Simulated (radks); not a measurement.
Task: These are the eigenvalues of the occupied orbitals of an atom or ion with whole-number occupations (eV). Calculated with a radial shooting solver on a logarithmic mesh with Libxc functionals: scalar-relativistic Kohn-Sham, BLYP, spin-polarised, spherical densities, finite nucleus; Fermi nuclear charge, rms radius of each element as measured or else 0.836 A^(1/3) + 0.57 fm.

1s up: -534.0408
1s down: -531.9788
2s up: -41.2547
2s down: -35.8995
2p up: -26.1697

Which element is it, and in what charge state? The configuration may be excited. Open shells, if any, are filled with parallel spins first.

Result: Z = 8, oxygen, charge +1: O+ in [He] 2s2 2p3. The list shows which subshells hold electrons but not how many an open one holds; the 1s level, -19.626 hartree, gives Z - s = 6.3 by -(Z - s)^2/2, which with screening and relativity narrows Z to a few neighbours, and the depths of the outer levels then fix element, charge and occupations together.
